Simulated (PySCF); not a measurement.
C₄H₁₀Mg (SMILES [CH3][Mg][CH](C)C), singlet, at the geometry of the source list; PBE0/6-31G, polarisability by finite fields run with PySCF.

PySCF was given this input:
```python
from pyscf import gto, scf, dft

mol = gto.M(
    atom='''
Mg    0.640700    0.544500    1.228000
C    -0.515400    2.094000    2.136000
H    -1.187400    1.666700    2.881400
H    -1.127300    2.511900    1.338500
H     0.029800    2.911200    2.605000
C    -0.104100   -0.539300   -0.454800
C     0.198900   -2.030800   -0.336100
C     0.494700    0.018400   -1.742100
H    -1.197800   -0.414400   -0.510700
H    -0.176200   -2.585300   -1.207700
H     1.275600   -2.208000   -0.274200
H    -0.273600   -2.451300    0.555500
H     0.254600    1.080300   -1.847300
H     0.104900   -0.504100   -2.624400
H     1.582600   -0.093700   -1.747100
''',
    basis='6-31g',
    charge=0,
    spin=0,
    verbose=4,
)

mf = dft.RKS(mol)
mf.xc = 'pbe0'
mf.conv_tol = 1e-6
mf.kernel()
h0, z, done = mf.get_hcore(), mol.intor('int1e_r')[2], []
def energy(F):
    f = mf.copy()
    f.scf_summary = {}
    f.get_hcore = lambda *a: h0 + F * z
    e = f.kernel(mf.make_rdm1())
    done.append(f.converged)
    return e
F = 2e-4
alpha = -(energy(F) + energy(-F) - 2 * mf.e_tot) / F**2
print('alpha_zz =', alpha)
```

What the program printed (banner, timings and long lists left out):

```
PySCF version 2.14.0

[INPUT] verbose = 4
[INPUT] num. atoms = 15
[INPUT] num. electrons = 46
[INPUT] charge = 0
[INPUT] spin (= nelec alpha-beta = 2S) = 0
[INPUT] symmetry False subgroup None
[INPUT] Mole.unit = angstrom
[INPUT] Symbol           X                Y                Z      unit          X                Y                Z       unit  Magmom
[INPUT]  1 Mg     0.640700000000   0.544500000000   1.228000000000 AA    1.210747528009   1.028955874826   2.320583680966 Bohr   0.0
[INPUT]  2 C     -0.515400000000   2.094000000000   2.136000000000 AA   -0.973964844601   3.957086504839   4.036455002071 Bohr   0.0
[INPUT]  3 H     -1.187400000000   1.666700000000   2.881400000000 AA   -2.243860800309   3.149606531813   5.445056855322 Bohr   0.0
[INPUT]  4 H     -1.127300000000   2.511900000000   1.338500000000 AA   -2.130288260222   4.746803052295   2.529398417730 Bohr   0.0
[INPUT]  5 H      0.029800000000   2.911200000000   2.605000000000 AA    0.056313838512   5.501370693834   4.922736554492 Bohr   0.0
[INPUT]  6 C     -0.104100000000  -0.539300000000  -0.454800000000 AA   -0.196720489567  -1.019129298978  -0.859447441452 Bohr   0.0
[INPUT]  7 C      0.198900000000  -2.030800000000  -0.336100000000 AA    0.375866526176  -3.837655813767  -0.635136950466 Bohr   0.0
[INPUT]  8 C      0.494700000000   0.018400000000  -1.742100000000 AA    0.934847513822   0.034770960692  -3.292091881605 Bohr   0.0
[INPUT]  9 H     -1.197800000000  -0.414400000000  -0.510700000000 AA   -2.263513952004  -0.783102506020  -0.965083131815 Bohr   0.0
[INPUT] 10 H     -0.176200000000  -2.585300000000  -1.207700000000 AA   -0.332969743148  -4.885508949838  -2.282222240637 Bohr   0.0
[INPUT] 11 H      1.275600000000  -2.208000000000  -0.274200000000 AA    2.410534644495  -4.172515283040  -0.518162903356 Bohr   0.0
[INPUT] 12 H     -0.273600000000  -2.451300000000   0.555500000000 AA   -0.517029067681  -4.632285649146   1.049742862196 Bohr   0.0
[INPUT] 13 H      0.254600000000   1.080300000000  -1.847300000000 AA    0.481124271314   2.041471132368  -3.490891069909 Bohr   0.0
[INPUT] 14 H      0.104900000000  -0.504100000000  -2.624400000000 AA    0.198232270467  -0.952610939393  -4.959397241309 Bohr   0.0
[INPUT] 15 H      1.582600000000  -0.093700000000  -1.747100000000 AA    2.990680564737  -0.177067337872  -3.301540512228 Bohr   0.0

nuclear repulsion = 192.563460225738
number of shells = 47
number of NR pGTOs = 174
number of NR cGTOs = 69
basis = 6-31g
ecp = {}

******** <class 'pyscf.dft.rks.RKS'> ********
method = RKS
initial guess = minao
damping factor = 0
level_shift factor = 0
DIIS = <class 'pyscf.scf.diis.CDIIS'>
diis_start_cycle = 1
diis_space = 8
diis_damp = 0
SCF conv_tol = 1e-06
SCF conv_tol_grad = None
SCF max_cycles = 50
direct_scf = True
direct_scf_tol = 1e-13
XC library pyscf.dft.libxc version 7.1.2
    S. Lehtola, C. Steigemann, M. J. T. Oliveira, and M. A. L. Marques,  SoftwareX 7, 1–5 (2018)
XC functionals = pbe0
    C. Adamo and V. Barone,  J. Chem. Phys. 110, 6158 (1999)
    M. Ernzerhof and G. E. Scuseria,  J. Chem. Phys. 110, 5029 (1999)
radial grids:
    Treutler-Ahlrichs [JCP 102, 346 (1995); DOI:10.1063/1.469408] (M4) radial grids

becke partition: Becke, JCP 88, 2547 (1988); DOI:10.1063/1.454033
pruning grids: <function nwchem_prune>
grids dens level: 3
symmetrized grids: False
atomic radii adjust function: <function treutler_atomic_radii_adjust>
small_rho_cutoff = 0
Set gradient conv threshold to 0.001
Initial guess from minao.
tot grids = 173136
init E= -358.162094445393
  HOMO = -0.263181119626715  LUMO = -0.0977488806780269  gap/eV = 4.50164
cycle= 1 E= -358.004386532466  delta_E= 0.158  |g|= 0.597  |ddm|= 3.14
  HOMO = -0.102523140008207  LUMO = -0.0387371903887215  gap/eV = 1.73570
cycle= 2 E= -357.916476288665  delta_E= 0.0879  |g|= 0.79  |ddm|= 1.51
  HOMO = -0.199189143895186  LUMO = -0.0583052460922635  gap/eV = 3.83365
cycle= 3 E= -358.111894671006  delta_E= -0.195  |g|= 0.0522  |ddm|= 0.912
  HOMO = -0.193053775136645  LUMO = -0.0586336047568463  gap/eV = 3.65776
cycle= 4 E= -358.112580527725  delta_E= -0.000686  |g|= 0.0269  |ddm|= 0.0887
  HOMO = -0.194247360111212  LUMO = -0.0587328575678223  gap/eV = 3.68754
cycle= 5 E= -358.112769994953  delta_E= -0.000189  |g|= 0.00664  |ddm|= 0.0319
  HOMO = -0.194169784346401  LUMO = -0.0585102642815452  gap/eV = 3.69148
cycle= 6 E= -358.112783451421  delta_E= -1.35e-05  |g|= 0.00148  |ddm|= 0.00875
  HOMO = -0.194309667972943  LUMO = -0.0583838090400377  gap/eV = 3.69873
cycle= 7 E= -358.112784149251  delta_E= -6.98e-07  |g|= 0.000254  |ddm|= 0.0024
  HOMO = -0.194330817533388  LUMO = -0.0584239656905408  gap/eV = 3.69821
Extra cycle  E= -358.11278415489  delta_E= -5.64e-09  |g|= 0.000246  |ddm|= 0.000767
converged SCF energy = -358.11278415489

******** <class 'pyscf.dft.rks.RKS'> ********
method = RKS
initial guess = minao
damping factor = 0
level_shift factor = 0
DIIS = <class 'pyscf.scf.diis.CDIIS'>
diis_start_cycle = 1
diis_space = 8
diis_damp = 0
SCF conv_tol = 1e-06
SCF conv_tol_grad = None
SCF max_cycles = 50
direct_scf = True
direct_scf_tol = 1e-13
XC library pyscf.dft.libxc version 7.1.2
    S. Lehtola, C. Steigemann, M. J. T. Oliveira, and M. A. L. Marques,  SoftwareX 7, 1–5 (2018)
XC functionals = pbe0
    C. Adamo and V. Barone,  J. Chem. Phys. 110, 6158 (1999)
    M. Ernzerhof and G. E. Scuseria,  J. Chem. Phys. 110, 5029 (1999)
radial grids:
    Treutler-Ahlrichs [JCP 102, 346 (1995); DOI:10.1063/1.469408] (M4) radial grids

becke partition: Becke, JCP 88, 2547 (1988); DOI:10.1063/1.454033
pruning grids: <function nwchem_prune>
grids dens level: 3
symmetrized grids: False
atomic radii adjust function: <function treutler_atomic_radii_adjust>
small_rho_cutoff = 0
Overwritten attributes  get_hcore  of <class 'pyscf.dft.rks.RKS'>
Set gradient conv threshold to 0.001
init E= -358.108515697692
  HOMO = -0.194213594451032  LUMO = -0.0578407359030251  gap/eV = 3.71089
cycle= 1 E= -358.108517002107  delta_E= -1.3e-06  |g|= 0.00102  |ddm|= 0.00743
  HOMO = -0.194110090110824  LUMO = -0.0579709041575378  gap/eV = 3.70454
cycle= 2 E= -358.108516740407  delta_E= 2.62e-07  |g|= 0.00143  |ddm|= 0.00337
  HOMO = -0.19419363657504  LUMO = -0.057953063956478  gap/eV = 3.70729
cycle= 3 E= -358.108517368108  delta_E= -6.28e-07  |g|= 0.000159  |ddm|= 0.0018
  HOMO = -0.194163445041449  LUMO = -0.0579268317563326  gap/eV = 3.70719
Extra cycle  E= -358.108517364342  delta_E= 3.77e-09  |g|= 0.000202  |ddm|= 0.000488
converged SCF energy = -358.108517364342

******** <class 'pyscf.dft.rks.RKS'> ********
method = RKS
initial guess = minao
damping factor = 0
level_shift factor = 0
DIIS = <class 'pyscf.scf.diis.CDIIS'>
diis_start_cycle = 1
diis_space = 8
diis_damp = 0
SCF conv_tol = 1e-06
SCF conv_tol_grad = None
SCF max_cycles = 50
direct_scf = True
direct_scf_tol = 1e-13
XC library pyscf.dft.libxc version 7.1.2
    S. Lehtola, C. Steigemann, M. J. T. Oliveira, and M. A. L. Marques,  SoftwareX 7, 1–5 (2018)
XC functionals = pbe0
    C. Adamo and V. Barone,  J. Chem. Phys. 110, 6158 (1999)
    M. Ernzerhof and G. E. Scuseria,  J. Chem. Phys. 110, 5029 (1999)
radial grids:
    Treutler-Ahlrichs [JCP 102, 346 (1995); DOI:10.1063/1.469408] (M4) radial grids

becke partition: Becke, JCP 88, 2547 (1988); DOI:10.1063/1.454033
pruning grids: <function nwchem_prune>
grids dens level: 3
symmetrized grids: False
atomic radii adjust function: <function treutler_atomic_radii_adjust>
small_rho_cutoff = 0
Set gradient conv threshold to 0.001
init E= -358.11705261208
  HOMO = -0.194440360117791  LUMO = -0.0589567686450887  gap/eV = 3.68670
cycle= 1 E= -358.117053960524  delta_E= -1.35e-06  |g|= 0.00063  |ddm|= 0.00698
  HOMO = -0.194524827161522  LUMO = -0.0588565017223639  gap/eV = 3.69172
cycle= 2 E= -358.117053994426  delta_E= -3.39e-08  |g|= 0.000628  |ddm|= 0.00223
  HOMO = -0.194382058112221  LUMO = -0.0588810610807018  gap/eV = 3.68717
Extra cycle  E= -358.117053878153  delta_E= 1.16e-07  |g|= 0.000908  |ddm|= 0.00191
converged SCF energy = -358.117053878153
alpha_zz = 73.31791493925266
```
